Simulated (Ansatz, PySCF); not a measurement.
Pair of molecules: CH4 (SMILES C) (first 5 atoms) with SO2 (SMILES O=S=O); geometry from B3LYP-D3(BJ)/def2-TZVP.
(charge 0, multiplicity 1):
```xyz
8

C     -0.008     0.060    -0.057
H     -0.096     1.054     0.378
H     -0.790    -0.586     0.339
H     -0.110     0.129    -1.139
H      0.971    -0.359     0.179
O      0.165     1.209     3.473
S      0.407    -0.203     3.351
O     -0.712    -1.106     3.403
```

Basis-set superposition error: the interaction energy with monomers in their own basis, and in the dimer's basis (counterpoise).

Run with Ansatz (a first-principles code) with Gaussian orbitals; PySCF for 6-31G* rows, M06-2X. 

```csv
level,uncorrected (meV),counterpoise (meV),difference
HF/aug-cc-pV(D+d)Z,2.6,24.2,21.6
BLYP/def2-TZVPPD,33.8,37.2,3.4
r2SCAN/def2-TZVPPD,-41.6,-39.1,2.5
B97M-V/def2-TZVPPD,-49.0,-47.6,1.4
PBE0/def2-TZVPPD,-16.1,-13.7,2.4
M06-2X/def2-TZVPPD,-54.3,-51.2,3.1
CAM-B3LYP/def2-TZVPPD,-12.5,-9.6,3.0
wB97X-V/def2-TZVPPD,-52.6,-50.3,2.2
MP2/6-31G*,-41.2,-2.3,39.0
CCSD/aug-cc-pV(D+d)Z,-73.7,-24.3,49.4
```

The error is largest for CCSD/aug-cc-pV(D+d)Z (49.4 meV) and smallest for B97M-V/def2-TZVPPD (1.4 meV).
